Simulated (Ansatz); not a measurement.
The same path of BClFH2N + H2 (8 atoms, charge 0, multiplicity 1) was run twice with different band settings. Lost on the way: B1–F2, H7–H8. Made: B1–H7, F2–H8.

These are results of Ansatz 0.2.0, RKS BLYP/def2-SVP, not measurements.

Relaxed end points:

```xyz
8
Properties=species:S:1:pos:R:3
B -0.076 -0.332 -0.555
F 0.030 0.256 0.652
Cl 1.428 -0.839 -1.384
N -1.335 -0.538 -1.136
H -2.199 -0.253 -0.673
H -1.463 -0.980 -2.046
H 0.202 2.914 2.634
H 0.198 2.298 2.177
```

```xyz
8
Properties=species:S:1:pos:R:3
B 0.005 0.474 -0.520
F -0.175 0.457 2.357
Cl 1.556 -0.320 -0.895
N -1.216 -0.079 -0.900
H -1.302 -0.980 -1.375
H -2.109 0.361 -0.673
H 0.033 1.560 0.029
H -0.007 1.053 1.647
```

Common settings: movable images 7; climbing image yes; optimiser quadratic models (default); start path through a guess of the saddle point; force threshold 0.05 eV/Å; iteration limit 60; end points relaxed.

| run | spring |
| --- | --- |
| 1 | 5.0 eV/Å² |
| 2 | 0.1 eV/Å² |

What does each run give, and how far can it be trusted?

Run 1: converged after 26 iterations, highest image 2.371 eV above the first end. The profile has 2 maxima (images 4, 6) with wells between them (image 5): this band takes more than one step, which may be the mechanism or a detour left from its start path. Neighbouring images differ by up to 2.1 eV, so the band resolves the path poorly. A vibrational analysis at the climbing image gives one clearly imaginary mode, 1060i cm⁻¹: a first-order saddle point.
Run 2: converged after 26 iterations, highest image 2.371 eV above the first end. The profile has 2 maxima (images 4, 6) with wells between them (image 5): this band takes more than one step, which may be the mechanism or a detour left from its start path. Neighbouring images differ by up to 2.1 eV, so the band resolves the path poorly. Another band between the same ends (7 images) ends at a top of the same energy, where a vibrational analysis finds 1 clearly imaginary mode.
The orbitals stay closed-shell, which can raise the energy where a bond breaks towards radicals; this wasn't checked here.
